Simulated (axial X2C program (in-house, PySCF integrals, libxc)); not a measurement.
# Worked dissociation energy of TcF: MP2, without spin–orbit coupling

Calculated with an in-house relativistic program for diatomic molecules. Spin-free means the one-electron spin-free X2C Hamiltonian. Basis: Tc dyall-cv3z [12s12p8d5f3g], F dyall-av3z [7s6p3d2f] (cores contracted in-house); Gaussian nuclei, density fitting, unrestricted open shells. Masses: Tc 98.907 u, F 18.998 u.

Molecular state: M_S = 3, Λ = 0 (beyond evenly filled blocks: 2 × σα, π+α, π-α, δ+α, δ-α).

Correlated methods: 14 electrons correlated (number of frozen shells: Tc 4 s, 3 p, 1 d; F 1 s), 280 virtual spin orbitals or spinors in MP2.

| Item | Value |
| --- | --- |
| E(Tc) (2M_S = 5, M_L = 0) | -4283.227870 hartree |
| E(F) (2M_S = 1, M_L = 0) | -99.714646 hartree |
| E(TcF) at Re | -4383.124331 hartree |
| ωe | 543.6 cm⁻¹ |
| ωexe | 2.53 cm⁻¹ |

Question: Work out De and D0.

Answer: De = -4283.227870 + (-99.714646) − (-4383.124331) = 0.18181 hartree = 4.947 eV. The zero-point energy is ωe/2 − ωexe/4 = 271 cm⁻¹ = 0.034 eV, so D0 = 4.914 eV.

The state is a single determinant with fixed occupations, the lowest that a limited PBE0 search found. Dissociation energies refer to the lowest single-determinant-based atoms at the same level and basis. Other states lie close and PBE0, whose exact exchange favours high spin, may order them wrongly; the determinant shown need not be the ground state. The nearest other spin-free determinant of the search, M_S = 2, Λ = 0, lies 0.47 eV up at the distance of the search.

Each atomic determinant is the lowest at this level and need not be a pure term. Totals compare only within one Hamiltonian and basis.
